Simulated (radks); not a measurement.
Values are calculated unless marked as measured or tabulated.
Fractional charge and spin in the 3s shell of silicon: the spin-up occupation runs from 0 to 1 and the spin-down occupation from 0 to 1; the fullest corner is Si, [Ne] 3p(up 1, down 1) 3s(up 1, down 1). Level of theory: scalar-relativistic Kohn-Sham, PBE, spin-polarised, spherical densities, point nucleus (a radial shooting solver on a logarithmic mesh with Libxc functionals). Energy (eV) minus the two flat planes that join the four corners (they meet along the diagonal where the two added fractions sum to one electron); zero is where a piecewise linear energy would lie.

| down \ up | 0 | 0.25 | 0.5 | 0.75 | 1 |
|---|---|---|---|---|---|
| 0 | 0.000 | -0.898 | -1.192 | -0.889 | 0.000 |
| 0.25 | -0.898 | -1.106 | -0.725 | 0.236 | -0.785 |
| 0.5 | -1.192 | -0.725 | 0.315 | -0.635 | -1.036 |
| 0.75 | -0.889 | 0.236 | -0.635 | -0.964 | -0.768 |
| 1 | 0.000 | -0.785 | -1.036 | -0.768 | 0.000 |

Corners above the fullest one (they belong to Si+ and the next ion): (up 1, down 0) 14.856 eV, (up 0, down 1) 14.856 eV, (up 0, down 0) 39.910 eV. With half an added electron in each spin the energy lies 0.315 eV from the planes, and with half an added electron in spin up alone -1.192 eV. The planes are only a guide here: the flat-plane condition holds for ground states with one frontier orbital, while this shell lies below other occupied shells, so the corners above the fullest one are inner-hole states and not the ground states of those ions.
